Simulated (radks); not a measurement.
The numbers below are computed, except where a source is named.
Task: The calcium ion Ca+, [Ar] 4s1. Code: a radial shooting solver on a logarithmic mesh with Libxc functionals. Model: non-relativistic Kohn-Sham, exchange-only PBE, spin-polarised, spherical densities, point nucleus. Every spin shell is full or empty, so the densities are truly spherical. Functionals are evaluated on that one density, not self-consistently. Rank these exchange functionals by their error against the exact value of the orbitals, and give that value: LDA, PBEsol, RPBE, PW86, WC, B86b, G96, EV93, TPSS, SCAN, TASK.

Result: Exact: -35.0604 hartree. From best to worst, with 100 (|E| - |E exact|)/|E exact| (equal figures are ties): RPBE -0.04, B86b +0.08, G96 +0.12, TPSS +0.16, SCAN +0.28, PW86 +0.42, EV93 +0.87, WC -1.44, TASK -2.99, PBEsol -3.28, LDA -7.38.
